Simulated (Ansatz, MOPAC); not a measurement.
Molecule: SbH, net charge 0, triplet state. SMILES: [SbH]
Structure (B3LYP-D3(BJ)/def2-TZVP (Ansatz, a program for electronic structure) minimum search):
```
Sb
H 1 1.7225
```
Charge 0, spin multiplicity 3.

Wanted: vertical electron affinity to the doublet, in eV. Terms: LANL2DZ with its own core potentials from Na on; def2 sets with scalar-relativistic core potentials past Kr; no spin-orbit coupling; each state is the SCF solution reached for its charge and spin; STO-3G and 3-21G all-electron and non-relativistic; six Cartesian d functions in 6-31G* and its kin unless marked 5d; UHF or UKS for open shells. Ab initio and DFT rows: single points at B3LYP-D3(BJ) geometries (Ansatz). Semi-empirical rows: differences of heats of formation at the shared geometry for vertical values. Anions need diffuse functions, which STO-3G, LANL2DZ, def2-SVP, cc-pVDZ and Pople sets without + lack.

| level | program | vertical electron affinity to the doublet (eV) |
|---|---|---|
| AM1 | MOPAC | 1.18 |
| PM3 | MOPAC | 2.42 |
| MNDO | MOPAC | 2.25 |
| B3LYP/STO-3G | Ansatz | -3.51 |
| B3LYP/3-21G | Ansatz | 0.61 |
| B3LYP/6-31G* with LANL2DZ past Ar | Ansatz | 0.71 |
| wB97X-V/def2-TZVPD | Ansatz | 1.07 |

No value to compare with is used here. The 6 habitual levels span -3.51 (B3LYP/STO-3G) to 2.42 eV (PM3); wB97X-V/def2-TZVPD gives 1.07.

The levels are drawn from those run, B3LYP/6-31G* more often than the rest, none by its result; runs whose electronic state is in doubt are left out.
